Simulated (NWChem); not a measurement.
The numbers come from NWChem runs, not from measurements. System: propylene glycol (C$_{3}$H$_{8}$O$_{2}$), charge 0, spin multiplicity 1, at a geometry optimised with B3LYP/def2-SVP. Level: RHF/def2-SVP.

The NWChem input:

```
start mol
memory heap 200 mb stack 900 mb global 1100 mb
geometry units angstroms nocenter noautoz noautosym
  C      1.835322     0.146585     0.385620
  C      0.439175     0.285404    -0.204753
  O     -0.305088     1.335073     0.417949
  C     -0.387924    -1.001016    -0.142997
  O     -1.681217    -0.789690    -0.644790
  H      2.370085     1.107146     0.338745
  H      1.788780    -0.169647     1.442968
  H      2.426346    -0.605965    -0.160419
  H      0.509012     0.589598    -1.263015
  H     -0.266334     1.197895     1.376049
  H      0.089608    -1.795716    -0.741216
  H     -0.405518    -1.359229     0.913046
  H     -1.940973     0.087008    -0.318640
end
basis spherical
  * library def2-svp
end
scf
  rhf
  nopen 0
  maxiter 100
  thresh 1e-7
  semidirect memsize 60000000 filesize 0
end
task scf energy
```

Part of the output:

```
             Northwest Computational Chemistry Package (NWChem) 7.3.0
             --------------------------------------------------------

                                NWChem Input Module
                                -------------------

 Scaling coordinates for geometry "geometry" by  1.889725989
 (inverse scale =  0.529177249)

                             Geometry "geometry" -> ""
                             -------------------------

 Output coordinates in angstroms (scale by  1.889725989 to convert to a.u.)

  No.       Tag          Charge          X              Y              Z
 ---- ---------------- ---------- -------------- -------------- --------------
    1 C                    6.0000     1.83532200     0.14658500     0.38562000
    2 C                    6.0000     0.43917500     0.28540400    -0.20475300
    3 O                    8.0000    -0.30508800     1.33507300     0.41794900
    4 C                    6.0000    -0.38792400    -1.00101600    -0.14299700
    5 O                    8.0000    -1.68121700    -0.78969000    -0.64479000
    6 H                    1.0000     2.37008500     1.10714600     0.33874500
    7 H                    1.0000     1.78878000    -0.16964700     1.44296800
    8 H                    1.0000     2.42634600    -0.60596500    -0.16041900
    9 H                    1.0000     0.50901200     0.58959800    -1.26301500
   10 H                    1.0000    -0.26633400     1.19789500     1.37604900
   11 H                    1.0000     0.08960800    -1.79571600    -0.74121600
   12 H                    1.0000    -0.40551800    -1.35922900     0.91304600
   13 H                    1.0000    -1.94097300     0.08700800    -0.31864000

 Effective nuclear repulsion energy (a.u.)     194.9458685874

            Nuclear Dipole moment (a.u.)
            ----------------------------
        X                 Y               Z
 ---------------- ---------------- ----------------
     0.0000075589    -0.0000151178     0.0000188973


 Summary of "ao basis" -> "" (spherical)
 ------------------------------------------------------------------------------
       Tag                 Description            Shells   Functions and Types
 ---------------- ------------------------------  ------  ---------------------
 *                          def2-svp                  on all atoms

 Summary of "ao basis" -> "ao basis" (spherical)
 ------------------------------------------------------------------------------
       Tag                 Description            Shells   Functions and Types
 ---------------- ------------------------------  ------  ---------------------
 C                          def2-svp                 6       14   3s2p1d
 O                          def2-svp                 6       14   3s2p1d
 H                          def2-svp                 3        5   2s1p

                                 NWChem SCF Module
                                 -----------------

  ao basis        = "ao basis"
  functions       =   110
  atoms           =    13
  closed shells   =    21
  open shells     =     0
  charge          =   0.00
  wavefunction    = RHF
  use symmetry    = F
  symmetry adapt  = F

 Summary of "ao basis" -> "ao basis" (spherical)
 ------------------------------------------------------------------------------
       Tag                 Description            Shells   Functions and Types
 ---------------- ------------------------------  ------  ---------------------
 C                          def2-svp                 6       14   3s2p1d
 O                          def2-svp                 6       14   3s2p1d
 H                          def2-svp                 3        5   2s1p

 Forming initial guess at       0.1s

      Superposition of Atomic Density Guess
      -------------------------------------

 Sum of atomic energies:        -266.25097139

      Non-variational initial energy
      ------------------------------

 Total energy =    -269.063818
 1-e energy   =    -747.994511
 2-e energy   =     283.984824
 HOMO         =      -0.335149
 LUMO         =       0.089984

 Starting SCF solution at       1.6s

 ----------------------------------------------
         Quadratically convergent ROHF

 Convergence threshold     :          1.000E-07
 Maximum no. of iterations :          100
 Final Fock-matrix accuracy:          1.000E-09
 ----------------------------------------------

              iter       energy          gnorm     gmax       time
             ----- ------------------- --------- --------- --------
                 1     -267.6824404548  1.19D+00  1.51D-01      1.8
                 2     -267.7597067677  3.89D-01  4.95D-02      2.1
                 3     -267.7713924731  1.79D-02  2.28D-03      2.5
                 4     -267.7714277161  1.32D-04  1.70D-05      3.2
                 5     -267.7714277180  5.87D-09  7.14D-10      4.4

       Final RHF  results
       ------------------

         Total SCF energy =   -267.771427718013
      One-electron energy =   -752.233723023466
      Two-electron energy =    289.516426718098
 Nuclear repulsion energy =    194.945868587355

        Time for solution =      2.8s

             Final eigenvalues
             -----------------

              1
    1  -20.5640
    2  -20.5401
    3  -11.2886
    4  -11.2793
    5  -11.2404
    6   -1.3646
    7   -1.3276
    8   -1.0327
    9   -0.9163
   10   -0.8233
   11   -0.7055
   12   -0.6633
   13   -0.6489
   14   -0.6177
   15   -0.5898
   16   -0.5639
   17   -0.5394
   18   -0.5125
   19   -0.4903
   20   -0.4642
   21   -0.4280
   22    0.1606
   23    0.1991
   24    0.2161
   25    0.2289
   26    0.2487
   27    0.2644
   28    0.2684
   29    0.2935
   30    0.3715
   31    0.3877

                       ROHF Final Molecular Orbital Analysis
                       -------------------------------------

 Vector   19  Occ=2.000000D+00  E=-4.903236D-01
              MO Center=  3.9D-01,  4.2D-01,  3.5D-02, r^2= 2.9D+00
   Bfn.  Coefficient  Atom+Function         Bfn.  Coefficient  Atom+Function
  ----- ------------  ---------------      ----- ------------  ---------------
    32      0.269227   3 O  px               86      0.234948   9 H  s
    35      0.220960   3 O  px               20     -0.210050   2 C  pz
    19      0.185152   2 C  py                4      0.177466   1 C  px
    76      0.153965   7 H  s                34      0.152771   3 O  pz
    62      0.150696   5 O  pz

 Vector   20  Occ=2.000000D+00  E=-4.641937D-01
              MO Center= -4.3D-01, -2.4D-01, -9.3D-02, r^2= 3.1D+00
   Bfn.  Coefficient  Atom+Function         Bfn.  Coefficient  Atom+Function
  ----- ------------  ---------------      ----- ------------  ---------------
    62      0.326448   5 O  pz               65      0.256336   5 O  pz
    32     -0.251943   3 O  px               96      0.221475  11 H  s
    33     -0.217468   3 O  py               35     -0.207546   3 O  px
    48     -0.204475   4 C  pz               36     -0.195546   3 O  py
    47     -0.184852   4 C  py              101     -0.183519  12 H  s

 Vector   21  Occ=2.000000D+00  E=-4.279700D-01
              MO Center= -6.5D-01, -3.9D-01, -1.7D-01, r^2= 2.7D+00
   Bfn.  Coefficient  Atom+Function         Bfn.  Coefficient  Atom+Function
  ----- ------------  ---------------      ----- ------------  ---------------
    62      0.313225   5 O  pz               65      0.259653   5 O  pz
   101     -0.223014  12 H  s                60     -0.205818   5 O  px
    19     -0.203358   2 C  py               47      0.200968   4 C  py
    61     -0.199017   5 O  py               63     -0.182981   5 O  px
    18     -0.174874   2 C  px               64     -0.165123   5 O  py

 Vector   22  Occ=0.000000D+00  E= 1.605686D-01
              MO Center=  8.4D-01, -3.7D-02,  9.2D-01, r^2= 6.3D+00
   Bfn.  Coefficient  Atom+Function         Bfn.  Coefficient  Atom+Function
  ----- ------------  ---------------      ----- ------------  ---------------
     3      1.813115   1 C  s                45      0.980347   4 C  s
    77     -0.904964   7 H  s                82     -0.821452   8 H  s
    92     -0.742583  10 H  s               102     -0.671124  12 H  s
    72     -0.653657   6 H  s                97     -0.598977  11 H  s
    31      0.367853   3 O  s                17      0.335171   2 C  s

 Vector   23  Occ=0.000000D+00  E= 1.990754D-01
              MO Center=  6.6D-01,  2.4D-01,  2.4D-02, r^2= 7.3D+00
   Bfn.  Coefficient  Atom+Function         Bfn.  Coefficient  Atom+Function
  ----- ------------  ---------------      ----- ------------  ---------------
     3      1.270972   1 C  s                87     -1.035272   9 H  s
    82     -0.951370   8 H  s                92      0.869616  10 H  s
    72     -0.754617   6 H  s                97     -0.655579  11 H  s
    17      0.580609   2 C  s                31     -0.535510   3 O  s
   102      0.465329  12 H  s                23     -0.428262   2 C  pz

 Vector   24  Occ=0.000000D+00  E= 2.160768D-01
              MO Center=  3.7D-01,  7.1D-02,  2.1D-01, r^2= 7.2D+00
   Bfn.  Coefficient  Atom+Function         Bfn.  Coefficient  Atom+Function
  ----- ------------  ---------------      ----- ------------  ---------------
     3      1.646845   1 C  s                77     -1.349463   7 H  s
    17     -1.194268   2 C  s                87      1.158733   9 H  s
   107      0.635111  13 H  s                72     -0.594299   6 H  s
    59     -0.528284   5 O  s                97      0.516498  11 H  s
     9      0.447543   1 C  pz               23      0.435312   2 C  pz

 center of mass
 --------------
 x =  -0.11243871 y =   0.02332434 z =  -0.03910828

 moments of inertia (a.u.)
 ------------------
         283.825609969879         -90.096769054853         -90.952872482481
         -90.096769054853         461.700337163984         -71.372458600554
         -90.952872482481         -71.372458600554         608.421807121190

  Mulliken analysis of the total density
  --------------------------------------

    Atom       Charge   Shell Charges
 -----------   ------   -------------------------------------------------------
    1 C    6     6.04   1.99  0.86  0.21  2.04  0.90  0.04
    2 C    6     5.91   1.99  0.89  0.23  1.98  0.73  0.08
    3 O    8     8.48   1.99  1.05  0.73  2.84  1.85  0.01
    4 C    6     5.70   1.99  0.88  0.13  1.98  0.65  0.08
    5 O    8     8.46   1.99  1.05  0.71  2.84  1.84  0.01
    6 H    1     0.94   0.75  0.17  0.03
    7 H    1     0.98   0.75  0.20  0.02
    8 H    1     0.96   0.75  0.18  0.03
    9 H    1     0.96   0.77  0.17  0.02
   10 H    1     0.81   0.68  0.06  0.07
   11 H    1     0.97   0.77  0.18  0.02
   12 H    1     1.01   0.77  0.21  0.02
   13 H    1     0.80   0.66  0.06  0.07

       Multipole analysis of the density wrt the origin
       ------------------------------------------------

     L   x y z        total         open         nuclear
     -   - - -        -----         ----         -------
     0   0 0 0     -0.000000      0.000000     42.000000

     1   1 0 0      0.840258      0.000000      0.000008
     1   0 1 0     -0.000500      0.000000     -0.000015
     1   0 0 1      0.711294      0.000000      0.000019

     2   2 0 0    -24.936388      0.000000    230.695122
     2   1 1 0     -2.135365      0.000000     46.822054
     2   1 0 1     -2.027642      0.000000     49.491654
     2   0 2 0    -26.172432      0.000000    122.709232
     2   0 1 1      0.024953      0.000000     37.775413
     2   0 0 2    -21.970335      0.000000     47.087607

 Task  times  cpu:        4.4s     wall:        4.4s

 Total times  cpu:        4.5s     wall:        4.5s
```
